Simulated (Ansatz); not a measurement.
Geometry optimisation, Ansatz, RKS B3LYP-D4/def2-SVP.

Input:

```yaml
crystal:
  periodic: [false, false, false]
  atoms:
    - { symbol: Al, position_ang: [-0.032083, -0.142276, -0.047897] }
    - { symbol: Cl, position_ang: [-0.085017, -0.410798, 2.132253] }
    - { symbol: "N", position_ang: [1.527972, 0.043536, -0.85522] }
    - { symbol: H, position_ang: [1.694383, -0.170726, -1.831032] }
    - { symbol: H, position_ang: [2.401441, 0.22549, -0.375054] }
    - { symbol: "N", position_ang: [-1.573576, -0.246045, -0.902115] }
    - { symbol: H, position_ang: [-2.455022, -0.488389, -0.460165] }
    - { symbol: H, position_ang: [-1.714817, -0.051479, -1.888102] }
    - { symbol: H, position_ang: [0.274751, 2.470591, 0.789835] }
    - { symbol: H, position_ang: [0.116368, 2.035197, 1.342497] }
basis:
  gaussian: { orbitals: def2-SVP }
hamiltonian:
  xc: b3lyp
  dispersion: d4
relax:
  f_tol: 0.03
  max_steps: 50
```

Command:

```bash
$ ansatz run input.yaml --threads 2 --pin off --max-ram 3072MiB --backend cpu --events-out ev --progress --plain --runs-dir out
```

Question: Where does it end, and by what steps?

Answer: The run converged. The force dipped under the threshold on the way, but the program's further checks kept it going. After 14 steps the energy has fallen by 0.121 eV; H9 moved furthest, 0.47 Å.

```
step  energy less start (eV)  largest force component (eV/Å)  accepted
   0                  0.0000                           1.296       yes
   1                 -0.0956                           0.484       yes
   2                 -0.1089                           0.367       yes
   3                 -0.1142                           0.127       yes
   4                 -0.1167                           0.084       yes
   5                 -0.1183                           0.078       yes
   6                 -0.1190                           0.031       yes
   7                 -0.1194                           0.029       yes
   8                 -0.1195                           0.033       yes
   9                 -0.1198                           0.025       yes
  10                 -0.1199                           0.084       yes
  11                 -0.1201                           0.051       yes
  12                 -0.1205                           0.016       yes
  13                 -0.1205                           0.080       yes
  14                 -0.1207                           0.020       yes
```

```xyz
10
Properties=species:S:1:pos:R:3
Al 0.018 -0.282 -0.061
Cl 0.025 -0.551 2.040
N 1.572 -0.149 -0.890
H 1.709 -0.028 -1.888
H 2.469 -0.177 -0.416
N -1.540 -0.250 -0.891
H -2.434 -0.349 -0.420
H -1.684 -0.126 -1.888
H 0.015 2.854 0.885
H 0.004 2.324 1.433
```

Whether the end is a true minimum wasn't checked by a vibrational analysis.

The run took 29 s on 2 threads of Arm Neoverse V2, with other jobs on the host, peak memory 0.19 GiB.
